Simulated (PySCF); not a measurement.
## Name the molecule from its bond curve

A diatomic of charge 0 contains Bi. Its triplet curve at UHF-CCSD(T) in a triple-zeta basis (scalar-relativistic core potentials, PySCF), in eV from the separated fragments:

```csv
R (Å),E (eV)
1.621,-2.115
1.693,-2.276
1.747,-2.334
1.801,-2.349
1.855,-2.330
1.927,-2.262
2.017,-2.129
2.125,-1.922
```

The fit gives ωe = 1802 cm⁻¹ and the rotational constant Bₑ = 5.210 cm⁻¹.

Problem. Which atom is the partner?

Solution. The minimum lies at 1.796 Å, so the reduced mass is 16.8576 u Å² cm⁻¹/(Bₑ·Re²) = 1.003 u. With Bi at 208.98 u the partner weighs about 1.0 u: H. The molecule is BiH.

Correlated steps freeze 4 core orbitals. These are scalar-relativistic numbers at best; spin–orbit coupling would shift them, the dissociation energy most. The state was picked by a PBE0 search and need not be the measured ground state.
